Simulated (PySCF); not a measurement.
A geometry optimisation, step by step.

H8OSeSi3.
Numbering: `[SiH3:1][O:2][Si@@H:3]([SiH3:4])[SeH:5]` (hydrogens: H6, H7, H8 on Si1; H9 on Si3; H10, H11, H12 on Si4; H13 on Se5)

Computed by this run: PBE0-D3(BJ)/def2-SVP geometry optimisation, gas phase in PySCF 2.14.0; density fitting, grid level 1; the optimiser is geomeTRIC in internal coordinates, started from a GFN2-xTB structure with every atom displaced at random (about 0.01 Å). 13 of its 24 geometries are shown. The frame can shift and turn from step to step; on so coarse a grid that alone can change the energy by a few meV, and forces under 0.02 eV/Å are noise.

Step 0: E = -91125.3408 eV, largest atomic force 1.723 eV/Å
```
atom  x, y, z in Å  |  force x, y, z in eV/Å
Si1     2.482    0.384   -0.626   -1.228   1.204  -0.097
O2      0.893    0.422   -0.178    0.163   0.330  -0.341
Si3    -0.469   -0.110    0.536    0.856  -1.085   0.796
Si4    -2.176    0.600   -0.787   -1.282  -0.106   0.394
Se5    -0.318   -2.420    0.752   -0.059   0.448   0.741
H6      3.057   -0.851   -0.222    0.808  -1.217   0.334
H7      2.408    0.550   -2.083    0.455   0.013  -0.513
H8      3.073    1.560    0.045    0.476   0.115  -0.005
H9     -0.338    0.289    1.970   -0.479   0.104   0.031
H10    -3.469    0.534   -0.024    0.074  -0.002   0.032
H11    -2.389   -0.240   -1.971    0.185  -0.393  -0.419
H12    -2.014    1.980   -1.223    0.246   0.706  -0.185
H13    -0.735   -2.715   -0.592   -0.215  -0.116  -0.769
```

Step 2: E = -91125.6582 eV, largest atomic force 0.191 eV/Å
```
atom  x, y, z in Å  |  force x, y, z in eV/Å
Si1     2.517    0.410   -0.643   -0.026  -0.015   0.020
O2      0.921    0.459   -0.198   -0.031   0.061  -0.033
Si3    -0.442   -0.115    0.546    0.174  -0.079   0.003
Si4    -2.263    0.569   -0.744   -0.129   0.009   0.051
Se5    -0.435   -2.393    0.752   -0.049   0.000   0.032
H6      3.135   -0.883   -0.229    0.009  -0.011  -0.003
H7      2.610    0.558   -2.125    0.003  -0.005   0.005
H8      3.239    1.541    0.010    0.003  -0.006   0.002
H9     -0.461    0.336    1.969   -0.035   0.040  -0.009
H10    -3.533    0.459    0.039    0.025  -0.014   0.005
H11    -2.368   -0.326   -1.938    0.039   0.018  -0.023
H12    -2.091    1.985   -1.191    0.002  -0.002  -0.021
H13    -0.824   -2.617   -0.649    0.016   0.006  -0.029
```

Step 4: E = -91125.6664 eV, largest atomic force 0.098 eV/Å
```
atom  x, y, z in Å  |  force x, y, z in eV/Å
Si1     2.526    0.391   -0.642    0.078  -0.052   0.005
O2      0.927    0.495   -0.219   -0.043   0.041  -0.026
Si3    -0.430   -0.081    0.530   -0.082   0.011   0.010
Si4    -2.296    0.562   -0.733    0.092  -0.003  -0.034
Se5    -0.438   -2.356    0.756    0.004  -0.002   0.018
H6      3.090   -0.933   -0.240   -0.017   0.016  -0.003
H7      2.649    0.551   -2.120   -0.012   0.006   0.010
H8      3.285    1.481    0.037   -0.009  -0.001   0.000
H9     -0.480    0.396    1.944    0.034   0.007   0.002
H10    -3.543    0.387    0.071   -0.007  -0.013   0.002
H11    -2.359   -0.318   -1.943   -0.017   0.011   0.012
H12    -2.181    1.985   -1.179   -0.025  -0.012   0.021
H13    -0.744   -2.575   -0.666    0.004  -0.008  -0.016
```

Step 6: E = -91125.6724 eV, largest atomic force 0.086 eV/Å
```
atom  x, y, z in Å  |  force x, y, z in eV/Å
Si1     2.526    0.353   -0.641    0.007  -0.011   0.017
O2      0.923    0.567   -0.255    0.011   0.015  -0.061
Si3    -0.425   -0.013    0.508   -0.076   0.006   0.040
Si4    -2.326    0.552   -0.732    0.041   0.001  -0.028
Se5    -0.396   -2.285    0.769    0.021   0.002   0.003
H6      2.972   -1.021   -0.265    0.001  -0.001  -0.001
H7      2.694    0.548   -2.109    0.002   0.007  -0.003
H8      3.344    1.362    0.092    0.004   0.001   0.000
H9     -0.474    0.492    1.913    0.013  -0.013   0.003
H10    -3.538    0.260    0.093   -0.010  -0.002  -0.007
H11    -2.354   -0.293   -1.966   -0.005  -0.010   0.007
H12    -2.335    1.990   -1.141   -0.001   0.009   0.023
H13    -0.603   -2.527   -0.668   -0.009  -0.004   0.008
```

Step 8: E = -91125.6745 eV, largest atomic force 0.056 eV/Å
```
atom  x, y, z in Å  |  force x, y, z in eV/Å
Si1     2.515    0.343   -0.648   -0.015   0.019   0.016
O2      0.913    0.591   -0.272   -0.011  -0.013  -0.036
Si3    -0.427    0.007    0.508    0.047  -0.020   0.021
Si4    -2.326    0.549   -0.738   -0.039   0.002   0.015
Se5    -0.361   -2.263    0.794    0.000   0.006   0.000
H6      2.920   -1.050   -0.300    0.003  -0.006  -0.003
H7      2.700    0.571   -2.109    0.002   0.000  -0.001
H8      3.354    1.313    0.114    0.003  -0.004   0.003
H9     -0.463    0.517    1.911   -0.009   0.005  -0.002
H10    -3.540    0.219    0.069    0.001   0.001  -0.006
H11    -2.332   -0.280   -1.983    0.012   0.003  -0.007
H12    -2.363    1.996   -1.111    0.009   0.003  -0.004
H13    -0.585   -2.531   -0.636   -0.005   0.001   0.004
```

Step 10: E = -91125.6762 eV, largest atomic force 0.046 eV/Å
```
atom  x, y, z in Å  |  force x, y, z in eV/Å
Si1     2.503    0.342   -0.662    0.011   0.019   0.007
O2      0.902    0.600   -0.291   -0.021  -0.040  -0.010
Si3    -0.424    0.012    0.514    0.031   0.012   0.004
Si4    -2.322    0.544   -0.740   -0.012   0.000   0.017
Se5    -0.336   -2.251    0.834   -0.007  -0.002   0.000
H6      2.885   -1.070   -0.366   -0.003   0.001  -0.004
H7      2.704    0.623   -2.112   -0.002   0.001   0.003
H8      3.353    1.267    0.143   -0.002  -0.004   0.003
H9     -0.451    0.539    1.911   -0.001   0.009  -0.002
H10    -3.550    0.192    0.036    0.002  -0.002   0.001
H11    -2.292   -0.264   -1.999    0.002   0.008  -0.005
H12    -2.359    1.998   -1.087    0.000  -0.004  -0.010
H13    -0.606   -2.549   -0.582    0.002   0.002  -0.004
```

Step 12: E = -91125.6778 eV, largest atomic force 0.068 eV/Å
```
atom  x, y, z in Å  |  force x, y, z in eV/Å
Si1     2.497    0.337   -0.679    0.007   0.011   0.007
O2      0.894    0.598   -0.316    0.009  -0.048  -0.012
Si3    -0.418    0.020    0.518   -0.040   0.055   0.002
Si4    -2.322    0.536   -0.738    0.036   0.000  -0.016
Se5    -0.328   -2.234    0.883   -0.002  -0.008  -0.001
H6      2.849   -1.100   -0.475   -0.003   0.001  -0.004
H7      2.721    0.711   -2.104    0.000   0.006   0.001
H8      3.354    1.187    0.199    0.001  -0.001   0.001
H9     -0.435    0.584    1.901    0.009  -0.009   0.003
H10    -3.557    0.164    0.016   -0.001  -0.002   0.007
H11    -2.262   -0.255   -2.007   -0.012  -0.006   0.007
H12    -2.366    1.991   -1.080   -0.009   0.000   0.007
H13    -0.621   -2.558   -0.522    0.006   0.000  -0.003
```

Step 13: E = -91125.6795 eV, largest atomic force 0.114 eV/Å
```
atom  x, y, z in Å  |  force x, y, z in eV/Å
Si1     2.494    0.326   -0.700   -0.007   0.003   0.008
O2      0.889    0.590   -0.346    0.035  -0.041  -0.017
Si3    -0.412    0.038    0.519   -0.084   0.076  -0.001
Si4    -2.324    0.527   -0.736    0.061   0.004  -0.045
Se5    -0.325   -2.205    0.947    0.005  -0.008   0.001
H6      2.805   -1.132   -0.637    0.000   0.001  -0.004
H7      2.754    0.836   -2.075    0.003   0.009  -0.002
H8      3.354    1.059    0.276    0.003  -0.001   0.002
H9     -0.415    0.648    1.883    0.014  -0.025   0.007
H10    -3.559    0.131    0.005   -0.003   0.000   0.011
H11    -2.240   -0.253   -2.012   -0.019  -0.020   0.017
H12    -2.387    1.981   -1.079   -0.014   0.004   0.021
H13    -0.628   -2.564   -0.448    0.007  -0.003   0.001
```

Step 15: E = -91125.6829 eV, largest atomic force 0.129 eV/Å
```
atom  x, y, z in Å  |  force x, y, z in eV/Å
Si1     2.491    0.289   -0.740   -0.029  -0.010   0.017
O2      0.883    0.579   -0.419    0.055  -0.008  -0.031
Si3    -0.402    0.094    0.510   -0.105   0.075  -0.003
Si4    -2.336    0.510   -0.738    0.062   0.010  -0.072
Se5    -0.315   -2.118    1.078    0.015  -0.004   0.001
H6      2.709   -1.162   -1.012    0.005  -0.003  -0.006
H7      2.860    1.087   -1.941    0.004   0.007  -0.001
H8      3.332    0.706    0.421    0.009  -0.002   0.001
H9     -0.372    0.795    1.829    0.012  -0.038   0.016
H10    -3.551    0.056    0.001   -0.003   0.006   0.014
H11    -2.217   -0.256   -2.018   -0.020  -0.036   0.024
H12    -2.465    1.961   -1.079   -0.011   0.008   0.031
H13    -0.610   -2.558   -0.296    0.005  -0.006   0.009
```

Step 17: E = -91125.6830 eV, largest atomic force 0.072 eV/Å
```
atom  x, y, z in Å  |  force x, y, z in eV/Å
Si1     2.489    0.201   -0.763    0.031  -0.005   0.017
O2      0.887    0.589   -0.521   -0.036   0.037  -0.022
Si3    -0.395    0.203    0.459    0.055  -0.036   0.030
Si4    -2.363    0.517   -0.757   -0.039  -0.012   0.020
Se5    -0.283   -1.961    1.196    0.007  -0.009  -0.017
H6      2.605   -1.110   -1.467   -0.011  -0.003   0.001
H7      3.082    1.274   -1.608    0.006  -0.006  -0.004
H8      3.215    0.126    0.540    0.001   0.002  -0.002
H9     -0.325    0.981    1.732   -0.024   0.006   0.001
H10    -3.518    0.009    0.045    0.002   0.019   0.002
H11    -2.260   -0.283   -2.017    0.004   0.004  -0.006
H12    -2.596    1.954   -1.096    0.019  -0.001  -0.025
H13    -0.531   -2.517   -0.145   -0.014   0.002   0.005
```

Step 19: E = -91125.6882 eV, largest atomic force 0.048 eV/Å
```
atom  x, y, z in Å  |  force x, y, z in eV/Å
Si1     2.497    0.240   -0.739    0.016  -0.012   0.006
O2      0.894    0.589   -0.457   -0.028   0.035  -0.019
Si3    -0.404    0.153    0.480    0.034  -0.029   0.011
Si4    -2.348    0.523   -0.759   -0.015  -0.004   0.021
Se5    -0.309   -2.042    1.120   -0.003   0.003   0.000
H6      2.644   -1.167   -1.215   -0.001   0.000   0.002
H7      2.980    1.176   -1.792   -0.001   0.000   0.003
H8      3.300    0.428    0.506   -0.002  -0.006  -0.002
H9     -0.364    0.874    1.787   -0.008   0.006   0.000
H10    -3.534    0.105    0.048    0.000   0.010  -0.001
H11    -2.278   -0.319   -1.994    0.000   0.002  -0.003
H12    -2.497    1.960   -1.146    0.010  -0.004  -0.018
H13    -0.576   -2.538   -0.241   -0.002   0.001   0.000
```

Step 21: E = -91125.6917 eV, largest atomic force under 0.02 eV/Å
```
atom  x, y, z in Å  |  force x, y, z in eV/Å
Si1     2.502    0.202   -0.715    0.001  -0.007   0.005
O2      0.907    0.606   -0.449   -0.005   0.011  -0.010
Si3    -0.402    0.167    0.470   -0.001   0.004   0.013
Si4    -2.339    0.551   -0.776    0.005   0.010  -0.001
Se5    -0.331   -2.030    1.103    0.004  -0.004   0.004
H6      2.596   -1.181   -1.269    0.005   0.001  -0.002
H7      3.050    1.175   -1.700   -0.004  -0.006  -0.003
H8      3.283    0.281    0.555   -0.001  -0.005   0.003
H9     -0.379    0.884    1.780    0.008   0.004  -0.001
H10    -3.533    0.340    0.096   -0.006  -0.008  -0.009
H11    -2.373   -0.430   -1.905   -0.003  -0.001   0.001
H12    -2.370    1.938   -1.333   -0.003  -0.001  -0.003
H13    -0.604   -2.519   -0.259    0.000   0.002   0.002
```

Step 23: E = -91125.6926 eV, largest atomic force 0.024 eV/Å
```
atom  x, y, z in Å  |  force x, y, z in eV/Å
Si1     2.486    0.150   -0.718    0.004   0.003  -0.005
O2      0.906    0.636   -0.493    0.008  -0.012   0.019
Si3    -0.392    0.218    0.456   -0.008   0.009  -0.004
Si4    -2.343    0.562   -0.781   -0.004   0.003   0.003
Se5    -0.296   -1.965    1.137   -0.001  -0.004  -0.001
H6      2.528   -1.171   -1.410    0.000  -0.002   0.002
H7      3.146    1.179   -1.568    0.004  -0.003  -0.002
H8      3.198    0.045    0.591   -0.003   0.001  -0.004
H9     -0.351    0.965    1.749    0.000   0.004  -0.003
H10    -3.532    0.336    0.095    0.001   0.000  -0.002
H11    -2.366   -0.430   -1.901    0.004   0.000  -0.002
H12    -2.400    1.943   -1.350    0.000   0.000  -0.003
H13    -0.577   -2.485   -0.211   -0.005   0.002   0.001
```

Task: Summarise the path.

Result: The energy falls by 33.94 kJ/mol from step 0 to step 23; nine tenths of that is first reached at step 2. It rises by more than 0.2 meV at steps 14 and 17. The largest force goes from 1.723 to 0.024 eV/Å. Among the bonds Si1–H6 changes most, from 1.421 to 1.492 Å; the atoms move by 0.739 Å rms after alignment.

Task: Follow the three bonds and two angles with the largest change from start to end.

Result: 
| step | E above end (kJ/mol) | largest force (eV/Å) | Si1–H6 (Å) | Si3–Si4 (Å) | Si4–H12 (Å) | Si1–O2–Si3 (°) | Si4–Si3–H9 (°) |
| --- | --- | --- | --- | --- | --- | --- | --- |
| 0 | 33.94 | 1.723 | 1.421 | 2.274 | 1.456 | 156.4 | 122.8 |
| 1 | 4.74 | 0.422 | 1.487 | 2.325 | 1.488 | 155.2 | 117.0 |
| 2 | 3.32 | 0.191 | 1.492 | 2.335 | 1.495 | 154.6 | 115.4 |
| 3 | 2.80 | 0.087 | 1.494 | 2.341 | 1.496 | 153.5 | 113.9 |
| 4 | 2.53 | 0.098 | 1.494 | 2.343 | 1.496 | 152.3 | 113.3 |
| 5 | 2.13 | 0.135 | 1.493 | 2.342 | 1.496 | 149.5 | 112.8 |
| 6 | 1.95 | 0.086 | 1.493 | 2.339 | 1.495 | 148.0 | 113.0 |
| 7 | 1.82 | 0.051 | 1.492 | 2.336 | 1.495 | 146.9 | 113.4 |
| 8 | 1.75 | 0.056 | 1.492 | 2.335 | 1.495 | 146.3 | 113.7 |
| 9 | 1.66 | 0.057 | 1.492 | 2.335 | 1.495 | 145.7 | 114.0 |
| 10 | 1.58 | 0.046 | 1.493 | 2.336 | 1.495 | 145.3 | 114.0 |
| 11 | 1.52 | 0.048 | 1.493 | 2.337 | 1.495 | 145.0 | 114.0 |
| 12 | 1.43 | 0.068 | 1.493 | 2.338 | 1.495 | 144.8 | 113.9 |
| 13 | 1.26 | 0.114 | 1.493 | 2.339 | 1.495 | 144.6 | 113.8 |
| 14 | 1.28 | 0.192 | 1.492 | 2.340 | 1.496 | 143.4 | 113.8 |
| 15 | 0.93 | 0.129 | 1.492 | 2.339 | 1.495 | 143.7 | 113.8 |
| 16 | 0.72 | 0.069 | 1.492 | 2.337 | 1.495 | 142.9 | 114.0 |
| 17 | 0.93 | 0.072 | 1.492 | 2.335 | 1.495 | 140.8 | 114.4 |
| 18 | 0.55 | 0.069 | 1.492 | 2.335 | 1.495 | 142.2 | 114.4 |
| 19 | 0.42 | 0.048 | 1.493 | 2.335 | 1.495 | 142.5 | 114.2 |
| 20 | 0.31 | 0.042 | 1.493 | 2.335 | 1.495 | 142.5 | 114.1 |
| 21 | 0.09 | under 0.02 | 1.493 | 2.335 | 1.495 | 141.2 | 113.7 |
| 22 | 0.02 | under 0.02 | 1.492 | 2.335 | 1.495 | 140.2 | 113.8 |
| 23 | 0.00 | 0.024 | 1.492 | 2.335 | 1.495 | 138.0 | 114.1 |

What follows is the cost of the whole optimisation. The run took 4.4 min on one thread, Arm Neoverse V1 (aarch64), no GPU, shared host with 32 logical CPUs at a one-minute load of 28, and the process peaked at 0.54 GiB of memory.
